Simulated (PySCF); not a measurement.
## Complete the spectrum of C5H4NP3

Compound: C5H4NP3.
Bonds: C1–C2, C2–P3 (aromatic), P3–C4 (aromatic), C4–P5 (aromatic), P5–C6 (aromatic), C6–C7, C7–N8 (triple), C6–P9 (aromatic), C2–P9 (aromatic). Hydrogens: H10, H11, H12 on C1; H13 on C4.

Method used: TDDFT PBE0/def2-SVPD, vertical, gas phase, core orbitals frozen in the response (PySCF 2.14.0, density-fitted response routines). Isolated species at its GFN2-xTB geometry, gas phase. GFN2-xTB frequencies show an imaginary mode (36i cm⁻¹), so this geometry is no minimum at that level.

Orbital energies (eV): HOMO-3 -8.10, HOMO-2 -8.05, HOMO-1 -8.00, HOMO -7.81, LUMO -3.35, LUMO+1 -3.01, LUMO+2 -0.39.

Lowest singlets, with some entries withheld (?).

| state | λ (nm) | f | main configurations (H = HOMO, L = LUMO) |
| --- | --- | --- | --- |
| S1 | 363.6 | ? | H-1→L (86%), H-3→L (10%) |
| S2 | 355.8 | ? | H-3→L (62%), H-1→L (12%), H-2→L (8%) |
| S3 | 354.1 | ? | H→L (29%), H-3→L (21%), H→L+1 (20%) |
| S4 | 334.8 | ? | H-1→L+1 (91%) |
| S5 | 322.9 | ? | H-3→L+1 (94%) |
| S6 | 309.0 | ? | H→L (43%), H-2→L (28%), H→L+1 (21%) |
| S7 | 273.5 | ? | H→L+1 (45%), H-2→L (41%) |
| S8 | 268.9 | ? | H-2→L+1 (69%), H→L (15%) |

Supply the missing values.

- S1: f = 0.0066
- S2: f = 0.0056
- S3: f = 0.0082
- S4: f = 0.0001
- S5: f = 0.010
- S6: f = 0.069
- S7: f = 0.250
- S8: f = 0.294

Where do the lowest triplets lie (Tamm–Dancoff)?

T1 2.43 eV, H→L (50%), H-2→L (17%), H→L+1 (16%); T2 2.83 eV, H-1→L (89%); T3 2.86 eV, H→L (45%), H-2→L (31%), H-2→L+1 (18%). E(S1) − E(T1) = +0.98 eV.

How far apart are S1 and S2, in eV and cm⁻¹?

3.485 − 3.410 = 0.075 eV, or about 610 cm⁻¹.

Which level carries the most intensity, and what share of the listed sum of f?

S8, with f = 0.294 of 0.644, 46%.

Cost: about 1.7 min of CPU time on one thread; the machine was shared, so the figure is rough.
